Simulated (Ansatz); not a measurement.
ammonia (H$_{3}$N), singlet, at a GFN2-xTB geometry; MP2/def2-SV(P) in Ansatz (a program for electronic structure).

Here is a job for Ansatz.
Ansatz 0.2 input:
```yaml
crystal:
  periodic: [false, false, false]
  atoms:
    - {symbol: N, position_ang: [-0.00088861, 0.00220129, 0.11002386]}
    - {symbol: H, position_ang: [0.01587655, 0.93846578, -0.27548989]}
    - {symbol: H, position_ang: [0.81249024, -0.48875726, -0.24050098]}
    - {symbol: H, position_ang: [-0.82214652, -0.46511757, -0.25417613]}
basis:
  gaussian:
    orbitals: def2-SV_P_.json
magnetization: {spin_polarized: false}
correlation: {method: mp2}
```
The basis file holds def2-SV(P) in the JSON format of the Basis Set Exchange.

Problem. Write the output that Ansatz gives for this input, abridged.

Solution. 
```
Functional definition: HF
236 factors; integrals over basis functions are off by at most 5.0e-4 eV
mean field evaluation 1: about -1525.7345 eV, gradient 2.7e1 eV
mean field evaluation 2: about -1525.7348 eV, gradient 2.7e1 eV
mean field evaluation 4: about -1527.3559 eV, gradient 1.6e0 eV
mean field evaluation 8: about -1527.3647 eV, gradient 3.3e-4 eV
mean field -1527.36472939 eV, -56.1296185200 hartree, gradient 1.7e-6 eV, S^2 0.000000; 0 other end points of the search recorded, 0 dependent functions left out
1 core orbitals not correlated
reference -1527.36472939 eV, -56.1296185200 hartree; 4, 4 occupied and 15, 15 virtual orbitals, 236 factors
second order -4.49615823 eV of doubles, -0.00000000 eV of singles
Total energy: -1531.86088762 eV, -56.2948492874 hartree
```
